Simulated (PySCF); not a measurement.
Ta(S)(F)(OH)2 (FH2O2STa), SMILES [F][Ta]([OH])(=[S])[OH], multiplicity 1.

Geometry optimised at B3LYP-D3(BJ)/def2-SVP. The multiplicity is an assumed one; no other spin state was optimised. The structure was generated by enumeration; whether it is a known compound was not checked. The def2 effective core potentials stand for the cores of Ta; spin–orbit coupling is left out. One conformer was computed; it need not be the lowest.

The numbers are results of TDDFT-PBE/def2-SVPD run with PySCF, not measurements.

Vertical excitations. Gas-phase values at a fixed geometry. State labels are in the subgroup Cs.

```
state  symmetry  energy (eV)  λ (nm)      f                                                               main pairs
-----  --------  -----------  ------  -----  -----------------------------------------------------------------------
S1           A"         4.22     294  0.000                                                           HOMO→LUMO 91 %
S2           A'         4.48     277  0.003                                       HOMO−1→LUMO 54 %, HOMO→LUMO+1 46 %
S3           A"         4.54     273  0.001                                                       HOMO−1→LUMO+1 90 %
S4           A'         5.06     245  0.037  HOMO→LUMO+1 33 %, HOMO−1→LUMO 26 %, HOMO−1→LUMO+3 15 %, HOMO→LUMO+5 8 %
S5           A"         5.28     235  0.000                                                         HOMO−2→LUMO 85 %
S6           A'         5.34     232  0.025                                       HOMO→LUMO+2 76 %, HOMO→LUMO+4 22 %
S7           A"         5.41     229  0.014                                     HOMO−1→LUMO+2 62 %, HOMO→LUMO+3 27 %
S8           A'         5.43     228  0.000                                   HOMO−2→LUMO+1 77 %, HOMO−1→LUMO+3 13 %
S9           A"         5.46     227  0.010                                     HOMO→LUMO+3 50 %, HOMO−1→LUMO+2 34 %
S10          A"         5.59     222  0.002                                                       HOMO−1→LUMO+4 85 %
T1           A'         3.71     334      0                                       HOMO−1→LUMO 72 %, HOMO→LUMO+1 25 %
T2           A"         3.91     317      0                                       HOMO→LUMO 81 %, HOMO−1→LUMO+1 18 %
T3           A'         3.97     313      0                                       HOMO→LUMO+1 73 %, HOMO−1→LUMO 26 %
T4           A"         4.31     287      0                                       HOMO−1→LUMO+1 81 %, HOMO→LUMO 18 %
```
Triplets are in the Tamm–Dancoff approximation, which puts them higher than full response would, so one can lie above its singlet here.
